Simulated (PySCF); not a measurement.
The dipole of `CSc1ccco1` from its density and from atomic charges.

Coordinates (GFN2-xTB, Å) and charges (e) from the PBE0/pcSseg-1 density (PySCF):

| atom | x | y | z | Mulliken | IAO | Hirshfeld | ESP-fitted |
| --- | --- | --- | --- | --- | --- | --- | --- |
| C1 | -2.500 | -0.073 | -0.051 | -0.3688 | -0.5000 | -0.1178 | -0.4377 |
| S2 | -1.388 | 1.363 | 0.003 | +0.0729 | +0.1716 | +0.0207 | -0.1468 |
| C3 | 0.140 | 0.564 | -0.283 | +0.0719 | +0.0370 | +0.0332 | +0.2726 |
| C4 | 1.400 | 1.086 | -0.362 | -0.1232 | -0.2465 | -0.1072 | -0.4621 |
| C5 | 2.252 | -0.018 | -0.609 | -0.1568 | -0.2122 | -0.0880 | -0.0760 |
| C6 | 1.452 | -1.114 | -0.661 | +0.1483 | -0.0185 | -0.0082 | -0.2741 |
| O7 | 0.160 | -0.769 | -0.463 | -0.3885 | -0.2419 | -0.0538 | -0.0079 |
| H8 | -3.500 | 0.310 | 0.123 | +0.1539 | +0.1698 | +0.0561 | +0.2341 |
| H9 | -2.222 | -0.775 | 0.729 | +0.1596 | +0.1660 | +0.0455 | +0.1400 |
| H10 | -2.438 | -0.542 | -1.028 | +0.1596 | +0.1660 | +0.0455 | +0.1407 |
| H11 | 1.671 | 2.115 | -0.257 | +0.0806 | +0.1688 | +0.0553 | +0.2506 |
| H12 | 3.315 | 0.009 | -0.730 | +0.0928 | +0.1681 | +0.0584 | +0.1627 |
| H13 | 1.654 | -2.154 | -0.822 | +0.0976 | +0.1717 | +0.0605 | +0.2041 |

Q: Compute μ = Σ q r for each scheme (1 e·Å = 4.803 D) and compare with the dipole of the full density.

A: The full density gives (-0.25, -1.08, -0.11) D, 1.12 D in size; dipole vectors point from the negative to the positive end.

```csv
scheme,μx,μy,μz,size (D),share of the full size (%),angle to the full dipole (°)
Mulliken,-1.06,-0.15,0.11,1.07,96,69
IAO,-0.56,0.27,0.11,0.63,56,104
Hirshfeld,-0.58,-0.31,0.03,0.66,59,49
ESP-fitted,-0.28,-1.07,-0.10,1.11,100,2
```

Q: Which set comes closest?

A: Length of the difference vector: ESP-fitted 0.03 D, Hirshfeld 0.85 D, Mulliken 1.25 D, IAO 1.41 D. Closest: ESP-fitted. 

Q: What is left for the Hirshfeld atoms' own dipoles?

A: The shares of the density sum to the whole, so what Σ q r misses lies in dipoles about the nuclei. The atomic dipoles sum to (-0.25, -1.08, -0.11) − (-0.58, -0.31, 0.03) = (0.33, -0.77, -0.14) D, 0.85 D in size.

Q: With the origin at the mean of the coordinates, (0.000, 0.000, -0.339) Å, which are the largest single terms, by size, of the Mulliken dipole along the direction of the full one?

A: O7 -1.35, C1 -1.08, H11 -0.94, H9 +0.88, H10 +0.88 D; all 13 atoms together +0.38 D. The single terms depend on the origin, their sum doesn't.

Q: Give the size of the full dipole in other units.

A: 1.12 D = 0.440 au = 0.233 e·Å = 3.73 × 10⁻³⁰ C·m.

The structure is a single GFN2-xTB conformer in the gas phase; no vibrational or solvent corrections.

These values come from a run that also computed NMR shieldings. Hardware: an Arm Neoverse V1 with one thread, on a shared host. Cost: 24 s.

The values belong to the conformer `[CH3:1][S:2][c:3]1[cH:4][cH:5][cH:6][o:7]1`: C1–S2–C3–C4 180°.
